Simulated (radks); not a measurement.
Dynamic dipole polarisability and lines of the xenon ion Xe18+, [Kr]. Method: scalar-relativistic Kohn-Sham, PBE, spin-polarised, spherical densities, finite nucleus; Fermi nuclear charge, rms radius of each element as measured or else 0.836 A^(1/3) + 0.57 fm; computed with a radial shooting solver on a logarithmic mesh with Libxc functionals. Time-dependent linear response with the Hartree and adiabatic LDA kernel, continuum included through the Sternheimer equations, no spin-orbit coupling, so fine structure and intercombination lines are absent. Lines are the poles of the dipole polarisability below minus the highest occupied eigenvalue, found on a grid refined at the orbital gaps; the lowest seven at most are given, and weak or close lines can be missed. The first line takes the name of the lowest orbital gap if no other gap lies below it; otherwise a line is named after a gap within 0.6 % of it, if that gap stands alone.

| photon energy (eV) | alpha (bohr^3) |
|---|---|
| 0 | 0.2731 |
| 8.870 | 0.2746 |
| 44.352 | 0.3179 |
| 79.834 | 0.5190 |
| 115.32 | -4.753 |
| 150.80 | -0.2600 |
| 186.28 | -0.08209 |
| 221.76 | 0.1948 |
| 257.24 | -0.02991 |
| 292.73 | -0.2407 |
| 328.21 | -0.03935 |
| 363.69 | -0.01327 |
| 399.17 | -0.01051 |
| 434.65 | -0.02465 |
| 470.14 | -0.002402 |
| 505.62 | 16.61 |

Lines (eV, oscillator strength): 112.52 (11.02 nm, 4p-4d), f = 4.12; 225.83 (5.490 nm, 4p-5s), f = 0.602; 290.45 (4.269 nm, 4p-5d), f = 0.406; 313.53 (3.954 nm, 4s-5p), f = 0.257; 346.95 (3.573 nm, 4p-6s), f = 0.133; 379.65 (3.266 nm, 4p-6d), f = 0.217; 408.69 (3.034 nm, 4p-7s), f = 0.0515. Higher lines, where found, are left out when the end of the mesh affects them. Those listed give 94 % of the static polarisability (sum of f/w^2). Orbital energy gaps for comparison: 4p-4d 90.993 eV; 4p-5s 225.23 eV; 4p-5d 289.36 eV; 4s-5p 312.70 eV; 4p-6s 346.73 eV.
